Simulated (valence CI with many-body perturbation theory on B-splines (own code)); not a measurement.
Which ion has this spectrum?

A relativistic CI+MBPT calculation for an atom or ion with 15 electrons gives these levels (cm⁻¹):

```tsv
J	Parity	E	g
3/2	odd	0	1.49
3/2	odd	223743	1.37
5/2	odd	273828	1.20
1/2	odd	337021	0.66
3/2	odd	563190	1.26
5/2	even	852457	1.52
3/2	even	925625	1.04
1/2	even	984428	2.38
3/2	even	1019063	1.09
5/2	even	1070076	1.17
3/2	even	1122150	1.23
5/2	even	1162102	1.19
3/2	even	1168414	1.02
1/2	even	1177218	0.44
```

The energies are calculated, and their last digits are not significant.

Problem. Which is it?
A. Ru29+
B. Rh30+
C. Tc28+
D. Mo27+

Solution. B. Rh30+, ground level (3s^2 3p1/2^2 3p3/2) J=3/2.
